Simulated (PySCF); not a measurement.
Delta-SCF ions had no search for a lower state. Excitations are Tamm–Dancoff values on a coarser integration grid. The basis has no diffuse functions, so Rydberg states are missing or too high.

C₃H₄O, SMILES `CC=C=O` (charge 0, multiplicity 1)

Calculation: M06-2X/def2-TZVP (PySCF 2.14.0).

- HOMO = -7.82 eV
- dipole moment = 1.88 D
- HOMO–LUMO gap = 8.09 eV
- LUMO = 0.27 eV
- S1 excitation (TDA) = 3.53 eV
- S1 oscillator strength = 0.000
- brightest of the four lowest singlets (TDA) = 7.94 eV
- T1 excitation (TDA) = 3.26 eV
- S1–T1 gap (TDA) = 0.26 eV
- vertical ionisation energy (Delta-SCF) = 9.16 eV
- total energy = -191.9051 Ha
- cost = around 4 core-minutes (rough)

Bonded distances (Å): C1–C2 1.507, C1–H5 1.088, C1–H6 1.090, C1–H7 1.090, C2–C3 1.308, C2–H8 1.081, C3–O4 1.158. Angles (°): C2–C1–H5 111.0, C2–C1–H6 110.9, C2–C1–H7 110.9, H5–C1–H6 107.9, H5–C1–H7 107.9, H6–C1–H7 108.1, C1–C2–C3 123.0, C1–C2–H8 121.3, C3–C2–H8 115.7, C2–C3–O4 179.7.
Charge 0, spin multiplicity 1.
